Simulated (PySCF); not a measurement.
## Two-photon absorption: `N#Cc1ccc2n[se]nc2c1`, C₇H₃N₃Se

Cartesian coordinates in Å; atom numbers follow the order of the lines, from 1:
```xyz
14

N     3.778   -0.637    0.694
C     2.669   -0.430    0.490
C     1.303   -0.165    0.237
C     0.900    1.188    0.052
C    -0.399    1.510   -0.198
C    -1.354    0.473   -0.273
N    -2.651    0.629   -0.509
Se   -3.422   -0.940   -0.509
N    -1.932   -1.786   -0.180
C    -0.944   -0.900   -0.085
C     0.404   -1.204    0.172
H     1.654    1.959    0.115
H    -0.716    2.530   -0.340
H     0.708   -2.229    0.312
```

The calculation used TDDFT PBE0/def2-SVPD excited states, vertical, gas phase (PySCF 2.14.0). Geometry: GFN2-xTB.

The calculation is non-relativistic, which matters for the atoms heavier than Zn.

How strongly do the lowest singlets absorb one photon, and two photons of half the energy?

δ for parallel linear polarisation; σ at the peak of a Lorentzian of half width 0.1 eV, single beam; Ω is circular over linear.
```
state  E (eV)      f  photon λ (nm)  δ (au)  σ (GM)     Ω              main
   S1    3.65  0.036            679      32    0.16  0.58    HOMO→LUMO 0.96
   S2    3.90  0.000            635    0.66    0.00  1.50  HOMO−2→LUMO 0.98
   S3    4.17  0.293            595    81.3    0.52  1.30  HOMO−1→LUMO 0.88
   S4    4.65  0.000            534    <0.1    0.00     –  HOMO−3→LUMO 0.98
   S5    5.41  0.001            458    2.43    0.03  1.50  HOMO→LUMO+2 0.97
```

Among these, the strongest one-photon state is S3, the strongest two-photon state S3, with a dipole change of 0.6 D (relaxed, norm of the difference vector).
